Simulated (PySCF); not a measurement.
Atoms are numbered as in `[CH3:1][CH2:2][c:3]1[cH:4][cH:5][cH:6][cH:7][n:8]1` (H(Xn): hydrogen on atom n).

Geometry: PBE0-D3(BJ)/def2-TZVP; GIAO shifts from PySCF 2.14.0 with density-fitted response routines, gas phase, non-relativistic, averaged over equivalent atoms.

At PBE0/pcSseg-2 (414 basis functions, 4.8 min wall time (6.6 min CPU) on 2 threads of an Intel Xeon, shared host):
```json
{"atoms": "C3", "δ (ppm)": "177.7"}
{"atoms": "C7", "δ (ppm)": "161.1"}
{"atoms": "C5", "δ (ppm)": "145.8"}
{"atoms": "C4", "δ (ppm)": "130.4"}
{"atoms": "C6", "δ (ppm)": "128.7"}
{"atoms": "C2", "δ (ppm)": "38.1"}
{"atoms": "C1", "δ (ppm)": "19.4"}
{"atoms": "N8", "δ (ppm)": "360.2"}
{"atoms": "H(C7)", "δ (ppm)": "8.93"}
{"atoms": "H(C5)", "δ (ppm)": "7.83"}
{"atoms": "H(C4)", "δ (ppm)": "7.39"}
{"atoms": "H(C6)", "δ (ppm)": "7.27"}
{"atoms": "H(C2)", "δ (ppm)": "2.82"}
{"atoms": "H(C1)", "δ (ppm)": "1.23"}
```

Chemical shifts δ = σref − σ; 13C (σ = 186.03 ppm), 1H (σ = 31.52 ppm) vs TMS; NH3 for 15N (σ = 263.78 ppm), all at this level.

What do these become at wB97X-D/pcSseg-2?

## Answers


```tsv
atoms	δ at wB97X-D/pcSseg-2	change
C3	179.8	+2.1
C7	162.9	+1.8
C5	148.0	+2.2
C4	131.6	+1.2
C6	130.0	+1.3
C2	37.7	-0.4
C1	19.4	+0.0
N8	360.3	+0.1
H(C7)	8.93	+0.00
H(C5)	7.87	+0.04
H(C4)	7.40	+0.01
H(C6)	7.30	+0.03
H(C2)	2.79	-0.03
H(C1)	1.23	+0.00
```

δ = σ(ref) − σ, references computed at the same level: TMS for 13C (σ = 186.29 ppm), 1H (σ = 31.63 ppm); 15N (σ = 262.16 ppm) against NH3.

The largest change is at C5 (aromatic CH). Cost: 414 basis functions, 4.6 min wall time (7.3 min CPU) on 2 threads of an Intel Xeon, shared host. The order of the carbon signals is the same at both levels.

Experimental scales use liquid or dissolved standards, which lie at an offset from isolated NH3 (liquid NH3: subtract about 20 ppm). Unscaled 15N shifts of sp2 nitrogen come out 20 to 40 ppm too high even then.
